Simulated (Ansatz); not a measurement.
Consider the substitution at a C–C bond: `CC(C)C=N` + `CC[SeH]` → `CC[Se]C=N` + propane.

Gas-phase electronic energies from Ansatz, PBE0-D4/def2-TZVP geometries. CBS: MP2 limit from def2 TZ/QZ plus the TZ coupled-cluster correction, frozen cores. Functionals use def2-TZVPP. For Se outer-core shells are correlated without core-valence functions, which leaves a few kJ/mol of doubt a bond. Scalar relativity is left out up to krypton. One conformer a species, not always the lowest.

```tsv
level	ΔE (kJ/mol)
PBE	-16.2
MP2/CBS(def2)	-4.6
```

(1) What does CCSD(T)/CBS give? (Estimate.)

Largest T1 diagnostic among the species: 0.012.

Results:

(1) Ansatz gave: -0.5 kJ/mol. The listed levels differ from it by -15.7, -4.1 kJ/mol.

From PBE to PBE0 (25 % exact exchange), in def2-TZVPP and without D4, ΔE moves by +9.7 kJ/mol. In def2-TZVPP, CCSD(T) changes the Hartree–Fock value by −8.3 kJ/mol (the triples alone add −3.0 kJ/mol) and MP2 by −12.5 kJ/mol.
